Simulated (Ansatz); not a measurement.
C2H7OSi, SMILES C[SiH](C)[O], multiplicity 2.

Geometry: B3LYP-D3(BJ)/def2-SVP. The isomer is the one that the SMILES or the coordinates give; other isomers of the formula were not compared.

Two levels are set side by side: PBE/def2-TZVPD (Ansatz, a quantum-chemistry and plane-wave program) and CAM-B3LYP/def2-TZVPD (Ansatz). Energy differences of separate SCF runs at the same geometry; the states with an electron removed or added have multiplicity 3 and 1. Differences are taken from unrounded values.

```
quantity                         CAM-B3LYP   PBE  PBE minus CAM-B3LYP
-------------------------------  ---------  ----  -------------------
vertical ionisation energy (eV)      10.46  9.73                -0.73
vertical electron affinity (eV)       2.45  2.51                 0.06
```
